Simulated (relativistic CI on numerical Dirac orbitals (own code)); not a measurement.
# Calculated levels, Cr³⁺

Calculated at this level of theory: Dirac-Coulomb-Breit CI, orbitals from a KLI potential per configuration, QED by a radiative potential, valence Slater integrals scaled by 0.85, configuration energies shifted to the measured levels that pair with them (semi-empirical) (own radial code, finite nucleus).

CI space (outside the closed core [Ne]): 3s²3p⁶3d³, 3s²3p⁶3d²4s, 3s²3p⁶3d²4p, 3s²3p⁵3d⁴, 3s²3p⁶3d²4d, 3s²3p⁶3d²5s, 3s²3p⁶3d4s², 3s²3p⁶3d²5p, 3s²3p⁶3d²4f, 3s²3p⁶3d²5d, 3s²3p⁶3d4s4p, 3s²3p⁶3d²5f, 3s²3p⁶3d²5g, 3s²3p⁴3d⁵, 3s²3p⁶3d4p², 3s²3p⁶3d4s4d, 3s3p⁶3d⁴, 3s²3p⁶3d4p4d. Levels of other configurations are missing.

```
No.  Configuration  Term     J   E (eV)    %  Next component (%)    jj configuration (%)
 41    3s²3p⁶3d²4p   ⁴F°   7/2  19.7139   97               2 ⁴G°  3d3/2 3d5/2 4p3/2 (59)
 42    3s²3p⁶3d²4p   ⁴G°  11/2  19.7382  100                          3d5/2^2 4p3/2 (79)
 43    3s²3p⁶3d²4p   ⁴F°   9/2  19.7739   96               3 ⁴G°      3d5/2^2 4p3/2 (48)
 44    3s²3p⁶3d²4p   ²F°   5/2  19.8717   80               8 ⁴D°  3d3/2 3d5/2 4p3/2 (29)
 45    3s²3p⁶3d²4p   ²F°   7/2  19.9381   74              24 ⁴D°      3d5/2^2 4p1/2 (46)
 46    3s²3p⁶3d²4p   ⁴D°   3/2  19.9476   67              31 ²D°      3d3/2^2 4p3/2 (52)
 47    3s²3p⁶3d²4p   ⁴D°   1/2  19.9646  100                          3d3/2^2 4p3/2 (69)
 48    3s²3p⁶3d²4p   ⁴D°   5/2  19.9922   77              13 ²F°  3d3/2 3d5/2 4p3/2 (78)
 49    3s²3p⁶3d²4p   ²D°   3/2  20.0437   66              33 ⁴D°  3d3/2 3d5/2 4p3/2 (87)
 50    3s²3p⁶3d²4p   ⁴D°   7/2  20.0552   75              24 ²F°      3d5/2^2 4p3/2 (61)
 51    3s²3p⁶3d²4p   ²D°   5/2  20.1260   83              14 ⁴D°      3d5/2^2 4p3/2 (72)
 52    3s²3p⁶3d²4p   ²G°   7/2  20.3805   99                      3d3/2 3d5/2 4p3/2 (43)
 53    3s²3p⁶3d²4p   ²G°   9/2  20.4419   99               1 ⁴F°      3d5/2^2 4p3/2 (37)
 54    3s²3p⁶3d²4p   ²S°   1/2  20.9930   98               1 ²P°  3d3/2 3d5/2 4p3/2 (40)
 55    3s²3p⁶3d²4p   ⁴S°   3/2  21.3085   82              17 ²P°  3d3/2 3d5/2 4p3/2 (42)
 56    3s²3p⁶3d²4p   ²P°   3/2  21.4142   78              18 ⁴S°      3d5/2^2 4p1/2 (44)
 57    3s²3p⁶3d²4p   ²F°   5/2  21.4484   95               3 ²D°  3d3/2 3d5/2 4p1/2 (36)
 58    3s²3p⁶3d²4p   ²P°   1/2  21.4797   98               1 ²S°      3d5/2^2 4p3/2 (55)
 59    3s²3p⁶3d²4p   ²F°   7/2  21.5335   94               5 ⁴D°  3d3/2 3d5/2 4p3/2 (38)
 60    3s²3p⁶3d²4p   ⁴D°   1/2  21.5897   99               1 ²P°      3d3/2^2 4p1/2 (34)
 61    3s²3p⁶3d²4p   ⁴D°   3/2  21.6151   94               5 ²D°  3d3/2 3d5/2 4p1/2 (63)
 62    3s²3p⁶3d²4p   ⁴D°   5/2  21.6647   89               7 ²D°  3d3/2 3d5/2 4p3/2 (48)
 63    3s²3p⁶3d²4p   ²D°   3/2  21.7201   90               6 ⁴D°      3d5/2^2 4p3/2 (29)
 64    3s²3p⁶3d²4p   ⁴D°   7/2  21.7512   95               5 ²F°      3d5/2^2 4p3/2 (62)
 65    3s²3p⁶3d²4p   ²D°   5/2  21.7711   86               9 ⁴D°      3d5/2^2 4p3/2 (40)
 66    3s²3p⁶3d²4p   ⁴P°   1/2  21.9849   99               1 ²S°  3d3/2 3d5/2 4p1/2 (44)
 67    3s²3p⁶3d²4p   ²G°   7/2  21.9863   99               1 ²F°  3d3/2 3d5/2 4p3/2 (40)
 68    3s²3p⁶3d²4p   ²G°   9/2  21.9991   99               1 ²H°  3d3/2 3d5/2 4p3/2 (57)
 69    3s²3p⁶3d²4p   ⁴P°   3/2  22.0108   99               1 ²D°  3d3/2 3d5/2 4p3/2 (28)
 70    3s²3p⁶3d²4p   ⁴P°   5/2  22.0672   96               3 ²D°  3d3/2 3d5/2 4p3/2 (47)
 71    3s²3p⁶3d²4p   ²D°   5/2  22.4890   99                      3d3/2 3d5/2 4p3/2 (44)
 72    3s²3p⁶3d²4p   ²D°   3/2  22.4956   98               1 ²P°  3d3/2 3d5/2 4p3/2 (42)
 73    3s²3p⁶3d²4p   ²H°   9/2  22.5480   99               1 ²G°  3d3/2 3d5/2 4p1/2 (51)
 74    3s²3p⁶3d²4p   ²H°  11/2  22.6352  100                      3d3/2 3d5/2 4p3/2 (79)
 75    3s²3p⁶3d²4p   ²P°   1/2  22.7991   99                      3d3/2 3d5/2 4p3/2 (70)
 76    3s²3p⁶3d²4p   ²P°   3/2  22.8163   98               1 ²D°      3d5/2^2 4p3/2 (40)
 77    3s²3p⁶3d²4p   ²F°   7/2  23.0572   99                      3d3/2 3d5/2 4p1/2 (41)
 78    3s²3p⁶3d²4p   ²F°   5/2  23.1190  100                      3d3/2 3d5/2 4p3/2 (76)
 79    3s²3p⁶3d²4p   ²P°   1/2  26.1854  100                          3d5/2^2 4p1/2 (63)
 80    3s²3p⁶3d²4p   ²P°   3/2  26.3019  100                          3d5/2^2 4p3/2 (60)
 81   3s²3p⁶3d²4d‡    ⁴G   5/2  28.5777   91                9 ²F      3d3/2^2 4d3/2 (59)
 82   3s²3p⁶3d²4d‡    ⁴G   7/2  28.6109   91                7 ⁴H  3d3/2 3d5/2 4d3/2 (46)
 83   3s²3p⁶3d²4d‡    ⁴G   9/2  28.6501   88               12 ⁴H  3d3/2 3d5/2 4d5/2 (56)
 84   3s²3p⁶3d²4d‡    ⁴H   7/2  28.6622   92                7 ⁴G      3d3/2^2 4d3/2 (52)
 85   3s²3p⁶3d²4d‡    ²F   5/2  28.6685   88                9 ⁴G  3d3/2 3d5/2 4d5/2 (43)
 86   3s²3p⁶3d²4d‡    ⁴G  11/2  28.6988   87               12 ⁴H  3d3/2 3d5/2 4d5/2 (49)
 87   3s²3p⁶3d²4d‡    ⁴D   1/2  28.7004   98                2 ²P      3d3/2^2 4d3/2 (37)
 88   3s²3p⁶3d²4d‡    ⁴H   9/2  28.7038   88               12 ⁴G  3d3/2 3d5/2 4d3/2 (61)
 89   3s²3p⁶3d²4d‡    ⁴D   3/2  28.7211   99                1 ²P  3d3/2 3d5/2 4d3/2 (41)
 90   3s²3p⁶3d²4d‡    ²F   7/2  28.7254   88                9 ⁴D  3d3/2 3d5/2 4d3/2 (31)
 91   3s²3p⁶3d²4d‡    ⁴H  11/2  28.7503   88               12 ⁴G  3d3/2 3d5/2 4d5/2 (45)
 92   3s²3p⁶3d²4d‡    ⁴D   5/2  28.7557   97                2 ²F  3d3/2 3d5/2 4d5/2 (58)
 93   3s²3p⁶3d²4d‡    ⁴H  13/2  28.7977  100                          3d5/2^2 4d5/2 (79)
 94   3s²3p⁶3d²4d‡    ⁴D   7/2  28.8074   90                9 ²F      3d5/2^2 4d5/2 (54)
 95   3s²3p⁶3d²4d‡    ²P   1/2  29.0035   97                2 ⁴D  3d3/2 3d5/2 4d5/2 (53)
 96   3s²3p⁶3d²4d‡    ²P   3/2  29.0935   96                2 ⁴P      3d5/2^2 4d5/2 (44)
 97   3s²3p⁶3d²4d‡    ⁴P   1/2  29.2434   99                1 ²P      3d3/2^2 4d5/2 (46)
 98   3s²3p⁶3d²4d‡    ²G   7/2  29.2549   99                1 ²F  3d3/2 3d5/2 4d5/2 (38)
 99   3s²3p⁶3d²4d‡    ⁴P   3/2  29.2798   97                2 ²P  3d3/2 3d5/2 4d5/2 (46)
100   3s²3p⁶3d²4d‡    ⁴P   5/2  29.3216   97                3 ²D      3d5/2^2 4d3/2 (42)
101   3s²3p⁶3d²4d‡    ²G   9/2  29.3218   99                      3d3/2 3d5/2 4d5/2 (32)
102   3s²3p⁶3d²4d‡    ²H   9/2  29.4328   99                      3d3/2 3d5/2 4d5/2 (34)
103   3s²3p⁶3d²4d‡    ²D   3/2  29.4471   98                      3d3/2 3d5/2 4d5/2 (39)
104   3s²3p⁶3d²4d‡    ²D   5/2  29.4813   96                3 ⁴P      3d5/2^2 4d5/2 (53)
105   3s²3p⁶3d²4d‡    ²H  11/2  29.5148   99                          3d5/2^2 4d3/2 (31)
106   3s²3p⁶3d²4d‡    ⁴F   3/2  29.7027   99                          3d3/2^2 4d3/2 (32)
107   3s²3p⁶3d²4d‡    ⁴F   5/2  29.7278   99                      3d3/2 3d5/2 4d3/2 (48)
108   3s²3p⁶3d²4d‡    ⁴F   7/2  29.7618   99                      3d3/2 3d5/2 4d5/2 (45)
109   3s²3p⁶3d²4d‡    ⁴F   9/2  29.8043   99                          3d5/2^2 4d5/2 (47)
110   3s²3p⁶3d²4d‡    ²S   1/2  30.3845   96                3 ²P      3d5/2^2 4d3/2 (25)
```

Energies count from the lowest computed level; ° marks odd parity. Filled j subshells are mostly left out of the jj labels. ‡ marks configurations that were not tied to measured data.

The mean weight of the leading LS term, summed over parents, in these 70 levels is 94 %, and that of the leading jj configuration (from the same eigenvectors) 49 %, so LS coupling describes them better.

Configurations whose levels could be paired with our table of measured levels were shifted onto them, all but the ground configuration, by the median error of their levels; single terms can still be off by 1,000 to 2,000 cm⁻¹ or more, and rates follow the energies as ν³ (E1, M1) or ν⁵ (E2). The others borrow a shift and can be off by several thousand cm⁻¹ or more. The fine structure of a lone outer electron comes out too small, for d and f at times inverted, and misplaced configurations move strength between like terms. 66 of the 66 excited levels that our extract of the measured tables holds in this range could be paired (the sources list more); they are missed by 611 cm⁻¹ on average and 3186 at most, after the shifts were fitted to these levels, and levels without a partner can miss by more. Some levels of the ground configuration have no partner and can miss by 10 % or more.
